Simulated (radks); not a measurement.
Valence configurations of Sn+ (all share [Kr]). All-electron calculation, Dirac Kohn-Sham, PBE, spin-unpolarised, spherical densities, point nucleus; open shells are shared between the two j in proportion to 2j + 1. Program: a radial shooting solver on a logarithmic mesh with Libxc functionals. Energies are relative to 4d10 5s2 5p1; eigenvalues in eV.

| valence | E (eV) | e(4d3/2) | e(4d5/2) | e(5p1/2) | e(5p3/2) | e(5s1/2) |
|---|---|---|---|---|---|---|
| 4d10 5s2 5p1 | 0.000 | -34.416 | -33.372 | -10.648 | -10.078 | -17.805 |
| 4d10 5s1.5 5p1.5 | 3.792 | -35.161 | -34.115 | -11.016 | -10.431 | -18.256 |
| 4d10 5s1 5p2 | 7.630 | -35.888 | -34.839 | -11.372 | -10.772 | -18.691 |
| 4d10 5p3 | 15.434 | -37.290 | -36.236 | -12.048 | -11.419 | - |
| 4d9 5s2 5p2 | 25.787 | -40.576 | -39.476 | -12.312 | -11.625 | -20.144 |
| 4d9 5s1.5 5p2.5 | 29.953 | -41.259 | -40.156 | -12.641 | -11.939 | -20.545 |
| 4d8 5s2 5p3 | 56.140 | -46.679 | -45.522 | -13.869 | -13.064 | -22.331 |
| 4d8 5s1 5p4 | 65.211 | -47.937 | -46.775 | -14.461 | -13.629 | -23.048 |
| 4d7 5s2 5p4 | 91.106 | -52.748 | -51.534 | -15.351 | -14.429 | -24.405 |
| 4d7 5p6 | 110.70 | -55.079 | -53.856 | -16.429 | -15.457 | - |

NIST lists [Kr] 4d10 5s2 5p1 as the ground configuration; this level of theory agrees among the configurations tried. The energies are those of spherical spin-averaged densities, not of single terms.
